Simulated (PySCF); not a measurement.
**Polarisability and C₆ of Re (rhenium, neutral)**

[Xe] 4f14 5d5 6s1 6p1, high-spin 8P determinant (an excited configuration). Calculation: PySCF 2.14, in ANO-RCC-VTZP (8s7p5d3f2g1h, 104 functions); scalar relativity by spin-free X2C-1e. Coupled (time-dependent) response in atomic units; α is the mean over directions. The basis has no added diffuse functions, which lowers α and C₆.

```csv
method,mean α (bohr³),"α xx, yy, zz",C₆ (like pair),S(−4)
PBE,36.69,"35.91, 38.26, 35.91",346.0,541.8
```

S(−4) is the Cauchy moment in α(ω) = α(0) + S(−4) ω² + …

Spin-orbit coupling is absent.

α(iu) at PBE:

```json
{"u (hartree)": "0", "α(iu) (bohr³)": "36.69"}
{"u (hartree)": "0.0500", "α(iu) (bohr³)": "35.41"}
{"u (hartree)": "0.100", "α(iu) (bohr³)": "32.27"}
{"u (hartree)": "0.200", "α(iu) (bohr³)": "24.80"}
{"u (hartree)": "0.300", "α(iu) (bohr³)": "18.87"}
{"u (hartree)": "0.500", "α(iu) (bohr³)": "12.02"}
{"u (hartree)": "0.750", "α(iu) (bohr³)": "8.110"}
{"u (hartree)": "1.00", "α(iu) (bohr³)": "6.106"}
{"u (hartree)": "1.50", "α(iu) (bohr³)": "4.001"}
{"u (hartree)": "2.00", "α(iu) (bohr³)": "2.866"}
{"u (hartree)": "3.00", "α(iu) (bohr³)": "1.692"}
{"u (hartree)": "5.00", "α(iu) (bohr³)": "0.8092"}
```

The components differ because the open shell of this determinant is not spherical; for a pure term their mean is the scalar polarisability.

Spin-orbit coupling, absent here, splits the open shell strongly.
